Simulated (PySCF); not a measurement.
Geometries of 2 isomers of C4H9GeN, from PBE0-D3(BJ)/def2-SVP geometry optimisation, gas phase in PySCF. One conformer each, no zero-point energy, no frequencies.

Task: Which is lower in electronic energy at this level?
A.
```xyz
15
angstrom
C      3.645   -0.365    0.703
C      2.288   -0.270    0.196
C      1.150   -0.187   -0.232
Ge    -0.621   -0.074   -0.893
N     -1.685    0.383    0.526
C     -3.113    0.497    0.360
H      4.308    0.348    0.188
H      4.054   -1.376    0.554
H      3.680   -0.140    1.780
H     -0.990   -1.431   -1.544
H     -0.748    1.040   -1.947
H     -1.417   -0.072    1.394
H     -3.566    1.016    1.222
H     -3.340    1.112   -0.526
H     -3.653   -0.465    0.233
```
B.
```xyz
15
angstrom
Ge    -0.002   -0.005    0.168
C     -0.008   -0.005    2.113
N     -0.011   -0.012    3.273
C      1.866   -0.012   -0.374
H      1.938   -0.024   -1.472
H      2.379   -0.900    0.022
H      2.379    0.885    0.001
C     -0.928    1.616   -0.380
H     -0.941    1.689   -1.478
H     -0.420    2.504    0.023
H     -1.965    1.610   -0.016
C     -0.942   -1.619   -0.377
H     -1.973   -1.609    0.002
H     -0.432   -2.511    0.015
H     -0.971   -1.684   -1.475
```

Result: B. That is `[CH3][Ge]([CH3])([CH3])[C]#N` (Ge(CN)Me3), 46.8 kcal/mol below the other.

```
                      SMILES                  atoms numbered as above       E (Eh)  relative (kcal/mol)  relative (kJ/mol)  dipole (D)
[CH3][Ge]([CH3])([CH3])[C]#N                                        –  -2288.68307                  0.0                0.0        4.49
           CC#[C][GeH2][NH]C  [CH3:1][C:2]#[C:3][GeH2:4][NH:5][CH3:6]  -2288.60848                 46.8              195.8        1.34
```
